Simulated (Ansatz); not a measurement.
Consider the ligand exchange at the Si–Cl bond: `O[SiH](O)C[SiH2]Cl` + H–F → `O[SiH](O)C[SiH2]F` + HCl.

Calculated with Ansatz (gas phase, PBE0-D4/def2-TZVP geometries, no zero-point term in ΔE). CCSD(T)/CBS is the MP2 limit (def2-TZVPP, def2-QZVPP) plus CCSD(T) − MP2 in def2-TZVPP, frozen cores. This one scheme is used for every species. Functionals use def2-TZVPP. B3LYP here is the variant with VWN-RPA as its local correlation; programs differ in this. Each species was taken in one conformer, which may not be the lowest.

(1) Is it downhill or uphill in electronic energy at CCSD(T)/CBS, and by how much? (Best estimate.)

(2) What do these levels give: PBE0-D4, B3LYP-D4, r2SCAN, CCSD(T)/def2-TZVPP, HF/CBS(def2), CCSD/CBS(def2)? (An estimate is asked.)

Largest T1 diagnostic among the species: 0.011.

Answers

(1) Computed: Downhill: ΔE = -33.6 kJ/mol.

(2) The calculation gave: PBE0-D4 -28.0, B3LYP-D4 -38.0, r2SCAN -39.1, CCSD(T)/def2-TZVPP -38.1, HF/CBS(def2) -53.2, CCSD/CBS(def2) -36.5 kJ/mol.

The D4 term adds +8.4 kJ/mol with B3LYP and +4.6 kJ/mol with PBE0; it sums over pairs of atoms, weighted by their polarisabilities, and B3LYP, whose exchange is more repulsive, gets the larger term. In def2-TZVPP, CCSD(T) changes the Hartree–Fock value by +13.5 kJ/mol (the triples alone add +2.9 kJ/mol) and MP2 by +19.5 kJ/mol.
